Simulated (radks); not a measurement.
Spherical jellium clusters: N electrons in a uniform positive sphere of charge N and radius rs N^(1/3), rs = 2.32 bohr. Calculated with a radial shooting solver with Libxc functionals: non-relativistic Kohn-Sham, LDA (Slater exchange, Perdew-Wang correlation), spin-polarised, spherical densities. Levels are named by radial order and angular momentum (1s, 1p, 1d, 2s, ...), and open shells are averaged over m. Each electron was tried in the lowest free levels, single moves between levels near the top were tried too, and the lowest total energy was kept; such a search can miss a lower state. Energies include the self-energy of the background; IP and EA are vertical (highest electron removed, lowest free level filled), at fixed background; spill-out counts the electrons outside the background radius R, and alpha is the static dipole polarisability from linear response (closed shells only). A dash means not computed or, for alpha, an open shell; in EA it means that no bound solution was reached, which is typical of self-interaction and does not show that the anion is unstable. Real open-shell clusters deform, which this model forbids.

N,open shells,2S,E/N (eV),E(N+1) + E(N-1) - 2E(N) (eV),IP (eV),EA (eV),-e(HOMO) (eV),spill-out (e),alpha/R^3
1,"1s(up 1, down 0)",1,-0.166,-,-,-,4.088,0.58,-
2,none,0,-1.004,2.516,7.849,-,4.801,0.82,2.323
3,"1p(up 1, down 0)",1,-0.444,-1.006,4.684,-,2.403,1.25,-
4,"1p(up 2, down 0)",2,-0.416,-0.953,5.844,-,3.388,1.53,-
5,"1p(up 3, down 0)",3,-0.590,0.332,6.579,-,4.085,1.73,-
6,"1p(up 3, down 1)",2,-0.651,-0.792,5.991,-,3.736,1.92,-
7,"1p(up 3, down 2)",1,-0.807,-0.612,6.638,2.217,4.343,2.08,-
8,none,0,-1.001,2.993,7.087,-,4.796,2.21,1.869
9,"1d(up 1, down 0)",1,-0.819,-0.486,3.942,-,2.013,2.48,-
10,"1d(up 2, down 0)",2,-0.722,-0.470,4.517,-,2.563,2.70,-
11,"1d(up 3, down 0)",3,-0.685,-0.434,4.978,-,3.014,2.89,-
12,"1d(up 4, down 0)",4,-0.691,-0.394,5.358,-,3.393,3.04,-
13,"1d(up 5, down 0)",5,-0.726,0.311,5.676,-,3.719,3.18,-
14,"1d(up 5, down 0) 2s(up 1, down 0)",6,-0.734,-0.001,5.284,-,3.496,3.48,-
15,"1d(up 5, down 1) 2s(up 1, down 0)",5,-0.741,-0.530,5.404,1.825,3.569,3.61,-
16,"1d(up 5, down 3)",2,-0.780,-0.329,5.729,2.107,3.876,3.58,-
17,"1d(up 5, down 4)",1,-0.834,-0.281,5.983,2.370,4.137,3.69,-
18,none,0,-0.898,0.231,6.202,2.246,4.367,3.79,1.663
19,"2s(up 1, down 0)",1,-0.943,0.214,5.909,2.171,4.149,4.01,-
20,none,0,-0.972,1.889,5.732,-,4.029,4.26,1.723
21,"1f(up 1, down 0)",1,-0.909,-0.276,3.907,-,2.246,4.42,-
22,"1f(up 2, down 0)",2,-0.864,-0.261,4.179,-,2.523,4.56,-
23,"1f(up 3, down 0)",3,-0.835,-0.247,4.422,-,2.770,4.69,-
24,"1f(up 4, down 0)",4,-0.818,-0.232,4.640,-,2.994,4.81,-
25,"1f(up 5, down 0)",5,-0.811,-0.218,4.838,1.615,3.198,4.92,-
26,"1f(up 6, down 0)",6,-0.814,-0.205,5.017,1.805,3.384,5.02,-
27,"1f(up 7, down 0)",7,-0.824,-,5.182,-,3.556,5.11,-

All shells are closed at N = 2, 8, 18, 20 (there: 1s2 1p6 1d10 2s2); the second difference of the energy has clear peaks (12 % above both neighbours; the first and last values, which can be the largest, are not judged, and half-filled shells can peak too) at N = 5, 8, 13, 20.
